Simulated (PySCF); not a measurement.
quinoxaline (C8H6N2), SMILES c1ccc2nccnc2c1. Heavy atoms are numbered as in [cH:1]1[cH:2][cH:3][c:4]2[n:5][cH:6][cH:7][n:8][c:9]2[cH:10]1. Hydrogens are named by the atom that carries them.

Geometry: B3LYP-D3(BJ)/def2-SVP.

Method: PBE/def2-SVP (PySCF).

Atomic charges (e), one atom of each kind:

| atom | Löwdin | meta-Löwdin |
|---|---|---|
| C1 (CH) | -0.02 | -0.10 |
| C3 (CH) | -0.02 | -0.10 |
| C4 | -0.01 | 0.08 |
| N5 | -0.04 | -0.21 |
| C6 (CH) | -0.01 | -0.01 |
| H on C1 | 0.04 | 0.11 |
| H on C3 | 0.04 | 0.12 |
| H on C6 | 0.03 | 0.11 |

Computed Mayer and Wiberg (Löwdin basis) orders of the bonds:
```tsv
bond	Mayer	Wiberg
C1–C2	1.25	1.35
C2–C3	1.44	1.58
C3–C4	1.26	1.30
C4–N5	1.41	1.44
N5–C6	1.64	1.74
C6–C7	1.23	1.33
C7–N8	1.64	1.74
C4–C9	1.19	1.23
N8–C9	1.41	1.44
C1–C10	1.44	1.58
C9–C10	1.26	1.30
```
